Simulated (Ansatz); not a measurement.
Z-matrix (Å, degrees):
```
C
B 1 1.541
H 1 1.101 2 105.5
H 1 1.092 2 114.1 3 116.2
H 1 1.092 2 114.0 3 -116.1
C 2 1.527 1 149.6 3 -86.8
C 2 1.527 1 149.5 3 85.8
H 6 1.087 2 120.4 1 69.8
H 6 1.087 2 120.2 1 -78.3
H 7 1.087 2 120.2 1 78.4
H 7 1.087 2 120.4 1 -69.8
```

Charge 0, multiplicity 1.

(1) List the PBE0/def2-TZVPP orbital energies in eV (Ansatz 0.2.0). (Estimate.)

## Answers

(1) Computed: Occupied: -277.65, -277.51, -277.50, -184.45, -21.87, -19.64, -16.42, -13.23, -12.70, -11.42, -11.33, -11.00, -9.91, -7.88, -6.93. Lowest empty: -0.62, 0.95, 1.97, 2.03, 2.30, 3.22, 3.36, 4.36.
